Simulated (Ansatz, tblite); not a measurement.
(HfO2)n: E(high spin) − E(low spin) (eV) at several levels, gas phase, relaxed structures; Ansatz, xTB through tblite. Each state is relaxed at the level in the geometry column; the other columns are single points. Clusters are the lowest isomers that short searches found in that spin, judged at the geometry's level. Core potentials for Hf in the def2 sets, no spin–orbit coupling. xTB has no spin-polarisation term. Singlets are spin-restricted. The structures are stationary points that may keep the symmetry of their start. Remarks come from the PBE and PBE0 runs and from stability tests at other levels; not every state was tested. HOMO above LUMO (over both spins in singlets and doublets, within one spin in higher multiplets; at PBE or PBE0), or a gap under 0.15 eV within one spin, warns that the state may not be the lowest or that an electron is smeared out.

| species | state | geometry | GFN1-xTB | GFN2-xTB | PBE-D4/def2-TZVP | r2SCAN-D4/def2-TZVP | PBE0-D4/def2-TZVP | remarks |
| --- | --- | --- | --- | --- | --- | --- | --- | --- |
| HfO2 | quintet − singlet | B3LYP-D4/def2-TZVP | 8.93 | 7.22 | 5.43 | 4.85 | 4.82 | – |
| Hf2O4 | quintet − singlet | r2SCAN-D4/def2-SVP | 7.41 | 6.70 | 5.59 | 5.00 | 4.88 | – |
| Hf3O6 | quintet − singlet | PBE-D4/def2-SVP | 6.53 | 5.98 | 4.96 | 4.84 | 4.99 | gap within one spin near zero at PBE or PBE0 (triplet), gap within one spin near zero at PBE or PBE0 (quintet) |

Over the 3 species that have every level, the mean is 7.62 at GFN1-xTB, 6.63 at GFN2-xTB, 5.33 at PBE-D4/def2-TZVP, 4.90 at r2SCAN-D4/def2-TZVP, 4.90 at PBE0-D4/def2-TZVP.
